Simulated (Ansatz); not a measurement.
```yaml
atoms:
  - { symbol: O, position_ang: [0.0000, 0.0000, -0.5466] }
  - { symbol: O, position_ang: [0.0000, 0.0000, 0.5466] }
```

Basis set: cc-pVDZ (spherical functions). Left uncorrelated: 2 orbitals. Charge 0, multiplicity 3.

Computed with Ansatz (development build ahead of 0.2.0); each method stands on the lowest determinant of its kind that the runs found.

(1) Give the atomization energy at this shape (free ground-state atoms in the same class of orbitals less the molecule, no zero-point energy) of triplet O2 by UHF-MP2, UHF.

Results:

(1)

```
 method  atomization energy
UHF-MP2             4.16 eV
    UHF             1.01 eV
```

Caution: the shape is not the minimum.
